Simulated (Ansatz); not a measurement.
The cluster Zn2Se. Total charge 0; singlet. Geometry PBE0-D4/def2-TZVP.

Cartesian coordinates in Å:
```
Zn -1.1985 -1.2526 1.5772
Zn 1.1873 1.2513 -1.5866
Se 0.0111 0.0013 0.0094
```

The 6-31G sets use Cartesian d functions. B3LYP takes the VWN-RPA correlation. At r2SCAN-D4/def2-TZVP the restricted singlet is unstable: a solution with broken spin symmetry lies lower. The order of the spin states hangs on the level: the triplet lies 0.25 eV below the singlet at PBE0-D4/def2-TZVP, but 0.22 eV above it at B97M-V/def2-TZVP. The structure comes from a short search, and lower isomers may exist.

**Question.** Estimate the orbital energies around the gap (eV) in Ansatz with PBE-D4/def2-TZVPD, r2SCAN-D4/def2-TZVP, B97M-V/def2-TZVP, B3LYP-D4/6-31G, CAM-B3LYP-D4/def2-TZVP.

**Answer.** 
| orbital | PBE-D4/def2-TZVPD | r2SCAN-D4/def2-TZVP | B97M-V/def2-TZVP | B3LYP-D4/6-31G | CAM-B3LYP-D4/def2-TZVP |
| --- | --- | --- | --- | --- | --- |
| HOMO−13 | -12.01 | -12.38 | -12.57 | -12.29 | -16.18 |
| HOMO−12 | -11.69 | -12.06 | -12.30 | -11.88 | -15.96 |
| HOMO−11 | -11.69 | -12.06 | -12.30 | -11.88 | -15.96 |
| HOMO−10 | -11.66 | -12.03 | -12.27 | -11.78 | -15.94 |
| HOMO−9 | -11.66 | -12.03 | -12.27 | -11.78 | -15.94 |
| HOMO−8 | -11.60 | -11.98 | -12.22 | -11.70 | -15.88 |
| HOMO−7 | -11.60 | -11.98 | -12.22 | -11.70 | -15.88 |
| HOMO−6 | -11.60 | -11.98 | -12.22 | -11.70 | -15.87 |
| HOMO−5 | -11.60 | -11.98 | -12.22 | -11.70 | -15.87 |
| HOMO−4 | -11.51 | -11.87 | -12.08 | -11.68 | -15.68 |
| HOMO−3 | -8.56 | -8.84 | -8.65 | -9.09 | -10.92 |
| HOMO−2 | -5.75 | -5.83 | -5.66 | -6.02 | -7.64 |
| HOMO−1 | -5.40 | -5.65 | -5.60 | -6.02 | -7.64 |
| HOMO | -5.40 | -5.65 | -5.59 | -5.81 | -7.02 |
| LUMO | -4.13 | -4.20 | -4.11 | -3.55 | -2.95 |
| LUMO+1 | -1.45 | -1.21 | -1.38 | -0.75 | 0.07 |
| LUMO+2 | -1.45 | -1.21 | -1.38 | -0.75 | 0.07 |
| LUMO+3 | -0.71 | -0.26 | -0.61 | -0.01 | 0.84 |
| LUMO+4 | -0.71 | -0.26 | -0.61 | -0.01 | 0.84 |
| LUMO+5 | -0.14 | 0.72 | 0.35 | 0.71 | 1.67 |
